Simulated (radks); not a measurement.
Tl V, configuration [Kr] 4d10 4f14 5s2 5p5 5d10 (not the ground configuration).

Calculated with a radial shooting solver on a logarithmic mesh with Libxc functionals: scalar-relativistic Kohn-Sham, LDA (Slater exchange, VWN5 correlation), spin-unpolarised, spherical densities, finite nucleus; Fermi nuclear charge, rms radius 5.4759 fm.

Energy parts (eV):
part                       energy
total                  -550308.46
kinetic                 619263.46
electron-nucleus      -1368552.46
Hartree                 208931.94
exchange-correlation     -9951.40

Orbitals (lengths in bohr, moments of r in powers of bohr; r(max) is where P^2 peaks):
orbital  occ.  eigenvalue (eV)  <1/r>   r(max)      <r>
1s          2        -85564.01  99.30  0.01004  0.01633
2s          2        -15278.20  23.32  0.05819  0.06880
2p          6        -13158.55  20.59  0.04833  0.06236
3s          2        -3684.293  8.642   0.1641   0.1777
3p          6        -3073.892  7.846   0.1639   0.1794
3d         10        -2438.801  7.373   0.1334   0.1625
4s          2        -859.9700  3.720   0.3691   0.3919
4p          6        -659.6933  3.349   0.3891   0.4178
4d         10        -424.4124  3.009   0.3955   0.4399
4f         14        -163.8125  2.609   0.3573   0.4667
5s          2        -179.3286  1.564   0.8053   0.8715
5p          5        -123.7394  1.341   0.8995   0.9946
5d         10         -60.8831  1.013    1.092    1.287

The highest occupied level is 5d at -60.883 eV. The density falls to 0.001 e/bohr^3 at r = 3.04 bohr.
